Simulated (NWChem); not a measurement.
Molecule: C₃H₅BO₂; SMILES C(=C)B(O)C=O

```xyz
11

C     -0.0646    -2.5619     0.0014
C     -0.7224    -1.3921    -0.0010
B      0.0179    -0.0288    -0.0008
O      1.3597     0.0622    -0.0005
C     -0.7002     1.4251    -0.0006
O      0.0165     2.4062     0.0007
H      1.0307    -2.5887     0.0034
H     -0.5788    -3.5293     0.0016
H     -1.8198    -1.4171    -0.0029
H      1.5902     1.0098     0.0002
H     -1.8136     1.5626    -0.0015
```
Atoms are numbered in this order, from 1.

Program: NWChem. All runs use the structure optimised with PBE0/def2-SVP. GIAO values for the isolated, static molecule; σ is the absolute isotropic shielding, δ = σ(reference) − σ with the isolated reference molecule computed at the same levels (13C: tetramethylsilane, 1H: tetramethylsilane, 17O: water).

What does the run give for PBE0/pcSseg-1? Quantities: δ C1 (ppm); δ C2 (ppm); δ O4 (ppm); δ C5 (ppm); δ H7 (ppm); δ H8 (ppm); δ H11 (ppm).


```
Item         Result
-----------  ------
δ C1 (ppm)    157.0
δ C2 (ppm)    138.0
δ O4 (ppm)    160.5
δ C5 (ppm)    240.5
δ H7 (ppm)     7.29
δ H8 (ppm)     6.96
δ H11 (ppm)   11.24
```
